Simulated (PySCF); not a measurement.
**Static response to an electric field**

Compound: Ga(H2S)Cl3.
Structure used (PBE0-D3(BJ)/def2-SVP), in Å, numbered top down from 1:
```
atom  x, y, z in Å
Ga1    0.1727   -0.2518   -0.9750
S2     0.1532   -0.2421    1.5611
H3     0.4888    1.0647    1.6614
H4    -1.1711    0.0227    1.6496
Cl5    2.2933   -0.1926   -1.3121
Cl6   -0.9242    1.5733   -1.2989
Cl7   -0.9039   -2.0773   -1.3097
```

Level: CAM-B3LYP/def2-SVPD (PySCF), static field, nuclei fixed, core orbitals frozen in the response. The polarisability tensor in these axes (au):

```
x   91.58  0.50 -0.95
y    0.50 90.69  1.40
z   -0.95  1.40 90.32
```

**Question.** Give the principal values, the mean and the anisotropy Δα = √{½[(α1 − α2)² + (α2 − α3)² + (α1 − α3)²]}.

**Answer.** Principal values 88.71, 91.71 and 92.18 au; mean 90.87 au = 13.47 Å³ = 14.98 × 10⁻⁴⁰ C²·m²/J; Δα = 3.26 au (4 % of the mean).

**Question.** What is the dipole moment, and where does it point?

**Answer.** (-0.56, 0.91, 4.53) D, 4.66 D in size, pointing from the negative to the positive side. Measured along this direction, the outermost atoms are Cl5 and Cl7 at the negative end and H3 and H4 at the positive end.

**Question.** Orientational against electronic polarisability at 250 K (dilute gas, rigid molecules)?

**Answer.** In Gaussian units μ²/3kT = 209.29 Å³ against 13.47 Å³, a ratio of 15.54; the Debye molar polarisation (4π/3)N_A(α + μ²/3kT) is 561.9 cm³/mol, leaving out the vibrational part.

**Question.** Rayleigh depolarisation ratio (linearly polarised light, static tensor)?

**Answer.** ρ = 3Δα²/(45ᾱ² + 4Δα²) = 31.9/(371550 + 42.6) = 8.6e-05.

**Question.** Refractivity n − 1 of an ideal gas of it at 500 K and 1 atm, from the electronic α?

**Answer.** N = p/kT = 1.4678 × 10¹⁹ cm⁻³, so n − 1 = 2π × N × 13.47 × 10⁻²⁴ cm³ = 1242 × 10⁻⁶ at long wavelengths, for an ideal gas.

Isolated species at its PBE0-D3(BJ)/def2-SVP geometry, gas phase. The calculation is non-relativistic, for gallium too.
